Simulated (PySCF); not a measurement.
Molecule: `CC1CC[NH2+]CC1`, [C6H14N]+.

Bonds (- single, = double, # triple, : aromatic): C1-C2, C2-C3, C3-C4, C4-N5, N5-C6, C6-C7, C7-C2. C1 carries H8, H9, H10; C2 carries H11; C3 carries H12, H13; C4 carries H14, H15; N5 carries H16, H17; C6 carries H18, H19; C7 carries H20, H21. Formal charges: N5 +1.

Total charge +1. H12, H15, H16, H19, H20 are cis to C1 on the ring; H13, H14, H17, H18, H21 are trans to C1 on the ring.

Frames of a GFN2-xTB Langevin trajectory at 200 K; GIAO PBE0/pcSseg-1 shieldings in PySCF 2.14, gas phase, non-relativistic; equivalent atoms averaged within each frame.

Shifts are taken against calculated references (same method and geometry level): TMS for $^{13}$C (186.93 ppm), $^{1}$H (31.72 ppm); $^{15}$N (267.73 ppm) vs NH3. The references are static minima.

Task: How do the shifts (ppm) fluctuate along the trajectory?

Result: 
```
         time (fs)  C4/C6  C3/C7    C1    C2    N5   H17   H16  H15/H19  H13/H21  H14/H18
               250   41.6   35.7  29.6  28.1  65.8  4.52  3.83     3.67     2.62     2.53
               425   48.0   33.7  24.4  31.8  71.7  5.28  4.59     3.60     2.75     3.43
               625   55.1   38.4  33.0  34.7  77.7  3.54  4.64     4.02     3.00     3.13
               800   48.3   38.2  25.8  33.3  63.9  3.63  3.83     3.84     2.73     3.52
              1000   53.0   38.0  24.4  34.9  69.9  3.90  4.25     3.72     2.46     3.30
    mean of frames   49.2   36.8  27.4  32.6  69.8  4.17  4.23     3.77     2.71     3.18
standard deviation    5.2    2.1   3.8   2.8   5.4  0.73  0.40     0.17     0.20     0.39
```

5 frames give an uncertainty of the mean of about the standard deviation over 2.2 at best, since frames this close in time may not be independent; classical motion lacks zero-point vibration, and the reference would need the same averaging.
